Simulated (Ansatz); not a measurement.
Cost and result up the ladder for the cluster AgTe2 (3 atoms). The state is a doublet with charge 0. Geometry: PBE0-D4/def2-TZVP.

Cartesian coordinates in Å:
```
Ag 1.142 -1.057 0.197
Te -0.754 0.092 -1.375
Te -0.388 0.965 1.178
```

Ansatz on 4 threads of Arm Neoverse V2 on a shared host. Times are rough, and most runs start from the orbitals of an earlier one. ωB97X-V/def2-TZVP serves as the yardstick here, not as an exact answer. Differences are given only for rows in sets of like size (and for xTB, whose basis is part of the method), since another set adds its own error. Binding counts from free atoms at the same level (Ag doublet, Te triplet; other spins of the atoms weren't run), without zero-point energy or a counterpoise term.

In the def2 sets Ag, Te take a core potential; there is no spin–orbit coupling. Correlated methods freeze 8 core orbitals; core or outer-core shells of Ag, Te are correlated, in sets that lack core-valence functions. The rows differ in basis, and correlated rows in double-zeta sets carry the largest basis error. The structure comes from a short search, and lower isomers may exist.

Run but left out: HF/STO-3G (⟨S²⟩ 1.77, where a pure state has 0.75).

Correlated methods converge slowly with the basis, most of all in double-zeta sets.

```json
{"level": "PBE-D4/def2-SVP", "functions": "83", "wall time": "1.4 s"}
{"level": "HF/def2-TZVP", "functions": "140", "wall time": "3.3 s"}
{"level": "PBE-D4/def2-TZVPD", "functions": "158", "wall time": "3.6 s"}
{"level": "PBE0-D4/def2-TZVP", "functions": "140", "wall time": "5.5 s"}
{"level": "BHLYP-D4/def2-TZVP", "functions": "140", "wall time": "5.5 s"}
{"level": "r2SCAN-D4/def2-TZVP", "functions": "140", "wall time": "6 s"}
{"level": "PBE0-D4/def2-TZVPD", "functions": "158", "wall time": "6 s"}
{"level": "RPA@PBE/def2-TZVP", "functions": "140", "wall time": "6 s"}
{"level": "MP2/def2-TZVP", "functions": "140", "wall time": "6 s"}
{"level": "r2SCANh-D4/def2-TZVP", "functions": "140", "wall time": "7.5 s"}
{"level": "r2SCAN-D4/def2-TZVPD", "functions": "158", "wall time": "8 s"}
{"level": "CAM-B3LYP-D4/def2-TZVP (with forces)", "functions": "140", "wall time": "9 s"}
{"level": "CCSD(T)/def2-SVP", "functions": "83", "wall time": "9.5 s"}
{"level": "ωB97X-V/def2-TZVP", "functions": "140", "wall time": "24 s"}
```

Q: Estimate what each level gives for the binding energy per atom (eV).

A: 
```json
{"level": "PBE-D4/def2-SVP", "binding energy per atom (eV)": "1.62", "difference from ωB97X-V/def2-TZVP (eV)": "–"}
{"level": "HF/def2-TZVP", "binding energy per atom (eV)": "0.52", "difference from ωB97X-V/def2-TZVP (eV)": "-0.97"}
{"level": "PBE-D4/def2-TZVPD", "binding energy per atom (eV)": "1.65", "difference from ωB97X-V/def2-TZVP (eV)": "0.16"}
{"level": "PBE0-D4/def2-TZVP", "binding energy per atom (eV)": "1.52", "difference from ωB97X-V/def2-TZVP (eV)": "0.03"}
{"level": "BHLYP-D4/def2-TZVP", "binding energy per atom (eV)": "1.35", "difference from ωB97X-V/def2-TZVP (eV)": "-0.15"}
{"level": "r2SCAN-D4/def2-TZVP", "binding energy per atom (eV)": "1.53", "difference from ωB97X-V/def2-TZVP (eV)": "0.04"}
{"level": "PBE0-D4/def2-TZVPD", "binding energy per atom (eV)": "1.52", "difference from ωB97X-V/def2-TZVP (eV)": "0.03"}
{"level": "RPA@PBE/def2-TZVP", "binding energy per atom (eV)": "1.28", "difference from ωB97X-V/def2-TZVP (eV)": "-0.21"}
{"level": "MP2/def2-TZVP", "binding energy per atom (eV)": "1.49", "difference from ωB97X-V/def2-TZVP (eV)": "0.00"}
{"level": "r2SCANh-D4/def2-TZVP", "binding energy per atom (eV)": "1.49", "difference from ωB97X-V/def2-TZVP (eV)": "0.00"}
{"level": "r2SCAN-D4/def2-TZVPD", "binding energy per atom (eV)": "1.54", "difference from ωB97X-V/def2-TZVP (eV)": "0.04"}
{"level": "CAM-B3LYP-D4/def2-TZVP (with forces)", "binding energy per atom (eV)": "1.38", "difference from ωB97X-V/def2-TZVP (eV)": "-0.11"}
{"level": "CCSD(T)/def2-SVP", "binding energy per atom (eV)": "1.25", "difference from ωB97X-V/def2-TZVP (eV)": "–"}
{"level": "ωB97X-V/def2-TZVP", "binding energy per atom (eV)": "1.49", "difference from ωB97X-V/def2-TZVP (eV)": "0.00"}
```
